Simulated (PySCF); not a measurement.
silylphosphine anion (H5PSi), SMILES [SiH3]P (connectivity only; charge and spin as stated), charge -1, multiplicity 2.

The structure is a stationary point at TPSSh-D3(BJ)/def2-SVPD. The multiplicity is an assumed one; other spin states were not compared.

Computed with ωB97X/def2-TZVPD (PySCF).

total energy: -633.82206 hartree
point group: Cs
α spin, highest occupied and lowest empty level: -1.18 and 5.52 eV
β spin, highest occupied and lowest empty level: -3.78 and 4.73 eV
dipole moment about the centre of nuclear charge: 1.31 D
mean static polarisability: 106.8 bohr³ (15.83 Å³)
polarisability, principal values: 76.8, 82.9, 160.7 bohr³
⟨S²⟩: 0.763 (pure state 0.75)
